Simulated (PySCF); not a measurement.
## CoOBr, singlet: molecular constants

Method: PySCF, PBE0, basis Co def2-SVP, O def2-SVP, Br def2-SVP (no relativity, density fitting).

The structure is a minimum.

```xyz
3
charge 0 multiplicity 1, angstrom
Co   -0.8493    0.0000   -0.5561
O    -2.2866    0.0000   -0.0153
Br    1.0977    0.0000    0.4182
```

| Property | Result |
| --- | --- |
| Point group | Cs |
| Bond lengths | Co–Br 2.177 Å, Co–O 1.536 Å |
| Bond angles | Br–Co–O 132.8° |
| Principal polarisabilities | 25.3, 30.3, 65.4 bohr³ |
| Rotational constants | 1.397, 0.06989, 0.06656 cm⁻¹ |
| Rotational symmetry number | 1 |
| Zero-point energy | 9.1 kJ/mol |
| Entropy at 298.15 K and 1 bar | 294.6 J/(mol K) |
| Lowest empty level | -4.36 eV |
| Dipole moment | 1.97 D |
| Atomisation energy without zero-point energy | 507 kJ/mol |
| Principal quadrupole moments (Buckingham, traceless) about the centre of mass | -7.12, 2.56, 4.56 D Å |
| Enthalpy at 298.15 K above 0 K | 12.79 kJ/mol |
| Heat capacity Cp at 298.15 K | 49.3 J/(mol K) |
| Highest occupied level | -7.77 eV |

Harmonic modes (masses in u: Co 58.933, O 15.995, Br 78.918):
```csv
symmetry,ω (cm⁻¹),IR (km/mol),μ (u)
a',121,16.0,22.06
a',342,33.2,57.19
a',1065,96.5,19.10
```

Charges (e):
```tsv
atom	Mulliken	Löwdin	polar tensor	Mayer order to Co1
Co1	0.62	0.25	1.05	–
O2	-0.40	-0.17	-0.61	2.13
Br3	-0.22	-0.08	-0.44	1.21
```

Mulliken populations on Co1: s 6.57, p 12.42, d 7.39, f 0.00.

Outer orbital energies (eV). occupied: -11.54, -11.11, -10.24, -9.58, -9.18, -8.56, -8.36, -7.77; empty: -4.36, -3.80, -0.76, 2.53.

Other isomers or separated fragments may lie lower. At this level a quintet minimum of C∞v symmetry lies 204 kJ/mol below this structure. At the minimum of this search the closed-shell solution is unstable towards spin polarisation, so a lower open-shell solution exists.

The final relaxation and frequency run took about 110 core-seconds on a shared host.
